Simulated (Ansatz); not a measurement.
A search over several starts for the lowest SCF solution of the cluster B6Pt⁺ at the given spin, in a small basis.

```yaml
crystal:
  periodic: [false, false, false]
  atoms:
    - {symbol: Pt, position_ang: [0.918687, -2.634747, -0.000409]}
    - {symbol: B, position_ang: [0.738007, 0.538471, 0.024950]}
    - {symbol: B, position_ang: [1.535503, -0.856493, 0.033048]}
    - {symbol: B, position_ang: [-0.156907, 1.837736, 0.012993]}
    - {symbol: B, position_ang: [-0.253896, -1.052913, -0.016709]}
    - {symbol: B, position_ang: [-1.727855, 1.852369, -0.028752]}
    - {symbol: B, position_ang: [-1.053539, 0.315587, -0.025120]}
basis:
  gaussian: {orbitals: def2-SVP, initial_orbitals: start.molden}
total_charge: 1
magnetization: {spin_polarized: true, initial_magnetization: 1}
hamiltonian: {xc: pbe, dispersion: d4}
output: {orbitals: {seedname: orbitals}}
```

The file start.molden holds the orbitals of an earlier run on this structure, at another level or in another basis.

```sh
$ ansatz run in.yaml --threads 4 --pin off --events-out ev --progress --plain --max-ram 4787MiB
```

It prints (some lines left out):

```
Functional definition: PBE
1257 factors; their error is unknown
mean field evaluation 1: about -7173.6401 eV, gradient 4.4e2 eV
mean field evaluation 2: about -7207.8341 eV, gradient 5.2e1 eV
mean field evaluation 4: about -7260.0490 eV, gradient 2.8e1 eV
mean field evaluation 8: about -7284.2056 eV, gradient 3.0e0 eV
mean field evaluation 16: about -7265.3411 eV, gradient 5.3e1 eV
mean field evaluation 32: about -7284.2897 eV, gradient 4.7e-2 eV
mean field evaluation 64: about -7283.2660 eV, gradient 3.2e0 eV
mean field -7284.28970499 eV, -267.6927091896 hartree, gradient 2.9e-5 eV, S^2 0.780298; 7 other end points of the search recorded, 0 dependent functions left out
reference -7284.28974907 eV, -267.6927108095 hartree; 24, 23 occupied and 92, 93 virtual orbitals, 1257 factors
Total energy: -7284.53649188 eV, -267.7017784405 hartree
```

Run time 4.9 s (4 threads of Intel Xeon 6975P-C on a shared host).

In the def2 sets Pt takes a core potential; there is no spin–orbit coupling. The structure comes from a short search, and lower isomers may exist.
